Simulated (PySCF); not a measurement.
## Ionisation energy of Se by level of theory

Se [Ar] 3d10 4s2 4p4 (3P) → Se⁺ [Ar] 3d10 4s2 4p3 (4S), as a difference of total energies. All numbers are calculated (PySCF 2.14, the spin-free X2C one-electron Hamiltonian (Gaussian nucleus), in x2c-SVPall). Correlated levels: valence: [Ar] 3d10 frozen. The calculations carry no spin-orbit coupling.

```json
{"method": "UHF", "ionisation energy (eV)": "8.521", "error (eV)": "-1.114"}
{"method": "M06-2X", "ionisation energy (eV)": "9.575", "error (eV)": "-0.060"}
{"method": "BP86", "ionisation energy (eV)": "9.782", "error (eV)": "+0.147"}
{"method": "MP2 (valence)", "ionisation energy (eV)": "8.936", "error (eV)": "-0.699"}
{"method": "SCS-MP2 (valence)", "ionisation energy (eV)": "8.963", "error (eV)": "-0.672"}
{"method": "CCSD (valence)", "ionisation energy (eV)": "8.959", "error (eV)": "-0.676"}
{"method": "CCSD(T) (valence)", "ionisation energy (eV)": "8.967", "error (eV)": "-0.668"}
```

Reference: 9.635 eV (measured; NIST levels, between the centres of gravity of the two terms).

Errors of the correlated levels include the incompleteness of this basis and the frozen core.
